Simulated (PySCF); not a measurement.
**Fractional electron number in Ca²⁺ (calcium, charge +2)**

The 3p beta orbital of [Ar] is emptied in steps (occupation f), with all orbitals relaxed, ending at [Ne] 3s2 3p5. Computed with PySCF 2.14 in def2-SVP (5s3p2d, 24 functions), with no relativity, point nucleus. The exact energy is a straight line in f; departures are measured from the line between the end points of the same method.

Question: Among UHF, LDA, PBE, PBE0, r2SCAN, LC-wPBE, BHandHLYP, wB97X, CAM-B3LYP, M06-2X, which shows the largest delocalisation error (convex curve), and which is closest to linear?

Answer: Most convex: LDA (-2.105 eV at f = 0.4); closest to linear: UHF (0.102 eV).

```tsv
f	UHF (eV)	LDA (eV)	PBE (eV)	PBE0 (eV)	r2SCAN (eV)	LC-wPBE (eV)	BHandHLYP (eV)	wB97X (eV)	CAM-B3LYP (eV)	M06-2X (eV)
1	0.000	0.000	0.000	0.000	0.000	0.000	0.000	0.000	0.000	0.000
0.8	0.073	-1.405	-1.369	-1.015	-1.275	-0.551	-0.663	-0.606	-0.781	-0.700
0.6	0.106	-2.107	-2.047	-1.518	-1.891	-0.821	-0.997	-0.902	-1.171	-1.058
0.4	0.102	-2.105	-2.039	-1.512	-1.867	-0.813	-0.998	-0.893	-1.170	-1.045
0.2	0.065	-1.401	-1.352	-1.003	-1.228	-0.535	-0.667	-0.588	-0.779	-0.670
0	0.000	0.000	0.000	0.000	0.000	0.000	0.000	0.000	0.000	0.000
```

| method | E(f=0) − E(f=1) (eV) | −ε at f=1 (eV) | −ε at f=0.4 (eV) |
| --- | --- | --- | --- |
| UHF | 50.769 | 51.245 | 50.666 |
| LDA | 52.229 | 43.451 | 53.998 |
| PBE | 52.014 | 43.447 | 53.763 |
| PBE0 | 52.082 | 45.731 | 53.378 |
| r2SCAN | 52.154 | 44.117 | 53.837 |
| LC-wPBE | 52.197 | 48.737 | 52.922 |
| BHandHLYP | 51.976 | 47.838 | 52.799 |
| wB97X | 52.101 | 48.300 | 52.895 |
| CAM-B3LYP | 52.109 | 47.230 | 53.090 |
| M06-2X | 52.151 | 47.829 | 53.161 |

Reference removal energy between the ground levels: 50.913 eV (measured; NIST Atomic Spectra Database, ionization energies). The calculation has no spin-orbit coupling. UHF lacks correlation.
